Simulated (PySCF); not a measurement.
An equivalent PySCF input for Ne (neon, neutral), [Ne], closed-shell 1S, with no relativity, point nucleus:

```python
from pyscf import gto, scf, dft, mp, cc
import basis_set_exchange as bse
mol = gto.M(atom="Ne 0 0 0", charge=0, spin=0, symmetry="D2h",
            basis=gto.basis.parse(bse.get_basis("aug-cc-pVDZ", elements=["Ne"], fmt="nwchem", header=False)))
mf = dft.UKS(mol, xc="MN15")
mf.irrep_nelec = {'Ag': (2, 2), 'B1u': (1, 1), 'B2u': (1, 1), 'B3u': (1, 1)}
mf.kernel()
```

It reaches the same state as the run whose output follows, with an energy that differs only through the grid. The run itself started from symmetry-adapted Hartree-Fock orbitals and held the occupation by maximum overlap, on a logarithmic radial grid, so the iterations belong to that start.

```
SCF conv_tol = 1e-09
number electrons alpha = 5  beta = 5
XC functionals = MN15
    H. S. Yu, X. He, S. L. Li, and D. G. Truhlar.,  Chem. Sci. 7, 5032-5051 (2016)
    H. S. Yu, X. He, S. L. Li, and D. G. Truhlar.,  Chem. Sci. 7, 5032-5051 (2016)
cycle= 1 E= -128.842734863188  delta_E= -0.00767  |g|= 0.0146  |ddm|= 0.213
cycle= 2 E= -128.842793324622  delta_E= -5.85e-05  |g|= 0.0092  |ddm|= 0.0249
cycle= 3 E= -128.842813011982  delta_E= -1.97e-05  |g|= 0.00272  |ddm|= 0.0105
cycle= 4 E= -128.842814827312  delta_E= -1.82e-06  |g|= 2.29e-05  |ddm|= 0.00254
cycle= 5 E= -128.84281482743  delta_E= -1.18e-10  |g|= 3.11e-07  |ddm|= 2.51e-05
converged SCF energy = -128.84281482743  <S^2> = -2.6645353e-15  2S+1 = 1
```
